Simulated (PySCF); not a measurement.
Geometries of 2 isomers of C4H6BN, from PBE0-D3(BJ)/def2-SVP geometry optimisation, gas phase in PySCF. One conformer each, no zero-point energy, no frequencies.

Problem. Which is lower in electronic energy at this level?
A.
```xyz
12
angstrom
B     -2.016   -0.444    0.374
N     -0.526   -0.282    0.068
C      0.595   -0.164   -0.164
C      2.017   -0.029   -0.464
C      2.579    1.234    0.006
C      3.042    2.279    0.395
H     -2.082   -0.750    1.556
H     -2.523    0.642    0.132
H     -2.412   -1.330   -0.371
H      2.146   -0.129   -1.556
H      2.545   -0.883   -0.007
H      3.457    3.209    0.741
```
B.
```xyz
12
angstrom
B      1.269    0.737    0.012
C     -0.068    1.450    0.032
C     -1.218    0.694    0.015
C     -1.184   -0.726   -0.020
C      0.017   -1.382   -0.039
N      1.188   -0.694   -0.024
H      2.366    1.242    0.022
H     -0.165    2.539    0.059
H     -2.203    1.175    0.029
H     -2.108   -1.306   -0.033
H      0.077   -2.473   -0.066
H      2.031   -1.256   -0.039
```

Solution. B. That is `B1C=CC=CN1` (1,2-dihydro-1,2-azaborine), 105.0 kcal/mol below the other.

| SMILES | atoms numbered as above | E (Eh) | relative (kcal/mol) | relative (kJ/mol) | dipole (D) |
| --- | --- | --- | --- | --- | --- |
| B1C=CC=CN1 | [BH:1]1[CH:2]=[CH:3][CH:4]=[CH:5][NH:6]1 | -235.23120 | 0.0 | 0.0 | 2.23 |
| [BH3-][N+]#CCC#C | [BH3-:1][N+:2]#[C:3][CH2:4][C:5]#[CH:6] | -235.06392 | 105.0 | 439.2 | 6.98 |

As drawn, the lower has an N–H bond, which the higher lacks.
